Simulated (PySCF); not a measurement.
## Computed vibrations of [Lu(OH)4]−

[Lu(OH)4]− (singlet in the valence; each metal's 4f electrons, 14 of them, lie in its core potential, out of spins and levels). PySCF 2.14.0, RKS PBE0, Lu lcecp-1-SVP with ECP60, O def2-SVP, H def2-SVP; non-relativistic Hamiltonian with scalar-relativistic core potentials where named; density fitting; no spin-orbit coupling. Central differences of gradients.

```xyz
9

Lu    0.0000    0.0000    0.0000
O     1.1435    1.2964    1.1660
H     2.0752    1.4604    1.3105
O    -1.1435   -1.2964    1.1660
H    -2.0752   -1.4604    1.3105
O     1.2963   -1.1434   -1.1661
H     1.4605   -2.0755   -1.3100
O    -1.2963    1.1434   -1.1661
H    -1.4605    2.0755   -1.3100
```

Run from Python with OMP_NUM_THREADS=2. Where DIIS fails, smearing, a level shift and second-order steps follow.
It took 2.7 min on 2 threads of Arm Neoverse V1, on a shared host.

(1) What are the harmonic wavenumbers and infrared intensities?

(2) Is this a minimum?

An lcecp potential fixes the number of 4f electrons, so in runs with it no electron can move into or out of that shell.

## Answers

(1) Negative numbers are unstable modes, those under 60 cm⁻¹ near the noise; a finer grid moves soft modes by up to 10 cm⁻¹.
| cm⁻¹ | km/mol | symmetry |
| --- | --- | --- |
| -37 | – |  |
| -19 | – |  |
| 33 | 155.2 |  |
| 105 | 0.2 |  |
| 120 | 2.7 |  |
| 127 | 0.4 |  |
| 172 | 81.5 |  |
| 176 | 76.6 |  |
| 215 | 335.4 |  |
| 245 | 5.7 |  |
| 251 | 164.4 |  |
| 254 | 34.8 |  |
| 256 | 171.5 |  |
| 516 | 79.3 |  |
| 520 | 147.8 |  |
| 520 | 147.2 |  |
| 548 | 0.0 |  |
| 3983 | 32.4 |  |
| 3983 | 3.1 |  |
| 3986 | 32.4 |  |
| 3986 | 2.7 |  |

(2) Probably not: 1 unstable, though so soft as to be near the noise (and 1 more above −25 cm⁻¹, within the noise); the lowest moves the atoms so:
```
Lu  -0.03 -0.01  0.00
O    0.04 -0.01 -0.02
H    0.15 -0.17 -0.53
O    0.04 -0.01  0.02
H    0.15 -0.17  0.53
O    0.07  0.07  0.02
H    0.34  0.10  0.18
O    0.07  0.07 -0.02
H    0.34  0.10 -0.18
```
